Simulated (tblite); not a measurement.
C₆H₁₂O₂SSi.
Z-matrix (Å and degrees, GFN2-xTB geometry), rows numbered from 1:
```
C 
O   1  1.4040
C   2  1.3883  1  112.89
Si  3  1.8914  2  118.97  1   -85.00
S   4  2.1234  3  119.90  2   149.90
C   5  1.8279  4  101.78  3   116.95
C   3  1.5277  2  114.91  1  -163.05
C   7  1.5082  3  117.90  4  -109.87
C   7  1.4533  3  117.52  4   103.12
O   9  1.2110  7  125.72  3   170.56
H   1  1.0986  2  110.61  3    59.05
H   1  1.0960  2  111.35  3   -61.76
H   1  1.0878  2  106.76  3   178.68
H   3  1.0939  2  113.11  1    61.76
H   4  1.4493  3  119.61  7    94.36
H   6  1.0845  5  109.85  4   -57.24
H   6  1.0846  5  106.10  4  -176.30
H   6  1.0844  5  109.51  4    64.92
H   8  1.0863  7  111.43  3    49.48
H   8  1.0877  7  109.51  3   171.17
H   8  1.0892  7  109.52  3   -69.93
H   9  1.1122  7  113.81  3   -13.79
```

All values are computed: GFN2-xTB (tblite) harmonic vibrations without scaling, gas phase. The method is semi-empirical: single wavenumbers can be off by several per cent or more. Modes of hydrogen on silicon can be 10 to 20 % off. One conformer, not necessarily the lowest.

Harmonic wavenumbers (cm⁻¹): 59.6, 63.9, 76.2, 95.4, 110.9, 118.2, 138.2, 144.3, 162.8, 204.2, 214.6, 240.7, 273.5, 300.1, 364.2, 388.1, 451.7, 513.2, 575.5, 609.2, 660.2, 707.7, 733.1, 834.9, 922.5, 944.1, 957.2, 979.2, 1014.4, 1026.1, 1064.1, 1120.6, 1131.1, 1157.6, 1217.0, 1272.5, 1308.5, 1318.9, 1397.5, 1403.3, 1405.9, 1443.2, 1451.4, 1461.7, 1470.7, 1486.2, 1491.9, 1711.1, 2368.3, 2703.3, 2883.0, 2886.1, 2926.1, 3014.6, 3033.3, 3038.4, 3044.8, 3045.9, 3057.1, 3066.2.

A = 1203, B = 759.5, C = 529.3 MHz; mass 176.033 u (most abundant isotopes); point group C1, symmetry number 1.

Q: What is the zero-point energy?

A: ½Σν̃ = 36632 cm⁻¹ = 104.74 kcal/mol.

Q: What is S at 273.15 K and 1 bar for an ideal gas of classical rigid rotors and harmonic oscillators?

A: Translation 40.99, rotation 30.61, vibration 42.81: S = 114.4 cal/(mol K).

Q: And Cp and H(273.15 K) − H(0)?

A: Cp = 47.35 cal/(mol K), of which vibrations give 39.40 (their classical limit is 60 R = 119.2); H(273.15 K) − H(0) = 8.24 kcal/mol without the zero-point energy, 6.07 from vibrations.

Q: Which modes carry the vibrational entropy at 273.15 K?

A: 59.6 cm⁻¹: 4.30; 63.9 cm⁻¹: 4.16; 76.2 cm⁻¹: 3.81; 95.4 cm⁻¹: 3.38; 110.9 cm⁻¹: 3.08; 118.2 cm⁻¹: 2.96 cal/(mol K); the other 54 give 21.12 together.

Q: What must be added to the electronic energy to get the Gibbs energy at 273.15 K and 1 bar?

A: ZPE + [H(273.15 K) − H(0)] − T·S = 104.74 + 8.24 − 31.25 = 81.73 kcal/mol.

Q: How do the functions run with temperature in this model?

A: 
```json
{"T (K)": "50", "S (cal/(mol K))": "62.8", "Cp (cal/(mol K))": "17.3", "H − H(0) (kcal/mol)": "0.56", "G − H(0) (kcal/mol)": "-2.58", "ln q(vib)": "0.68"}
{"T (K)": "100", "S (cal/(mol K))": "78.1", "Cp (cal/(mol K))": "27.2", "H − H(0) (kcal/mol)": "1.70", "G − H(0) (kcal/mol)": "-6.11", "ln q(vib)": "2.75"}
{"T (K)": "298.15", "S (cal/(mol K))": "118.7", "Cp (cal/(mol K))": "50.0", "H − H(0) (kcal/mol)": "9.46", "G − H(0) (kcal/mol)": "-25.93", "ln q(vib)": "11.38"}
{"T (K)": "373.15", "S (cal/(mol K))": "130.8", "Cp (cal/(mol K))": "57.9", "H − H(0) (kcal/mol)": "13.51", "G − H(0) (kcal/mol)": "-35.29", "ln q(vib)": "14.31"}
{"T (K)": "500", "S (cal/(mol K))": "149.4", "Cp (cal/(mol K))": "69.5", "H − H(0) (kcal/mol)": "21.61", "G − H(0) (kcal/mol)": "-53.08", "ln q(vib)": "18.97"}
{"T (K)": "750", "S (cal/(mol K))": "181.0", "Cp (cal/(mol K))": "86.2", "H − H(0) (kcal/mol)": "41.23", "G − H(0) (kcal/mol)": "-94.50", "ln q(vib)": "27.33"}
{"T (K)": "1000", "S (cal/(mol K))": "207.4", "Cp (cal/(mol K))": "97.3", "H − H(0) (kcal/mol)": "64.27", "G − H(0) (kcal/mol)": "-143.14", "ln q(vib)": "34.80"}
```

q(vib) and H(0) count from the zero-point level.

Q: Blend soft modes into free rotors: weight 1/[1 + (100 cm⁻¹/ν̃)⁴] for the oscillator and the rest for a rotor with moment μB/(μ + B), μ = h/(8π²ν), B = 10⁻⁴⁴ kg m². What vibrational entropy results?

A: 39.88 cal/(mol K) in place of 42.81, which changes −T·S at 273.15 K by +0.80 kcal/mol.

Hindered rotation and anharmonicity are outside this model. Other conformers, if any are populated, would add a mixing term that is left out. The structure is chiral; the term R ln 2 for an equal mix with its mirror image is left out.
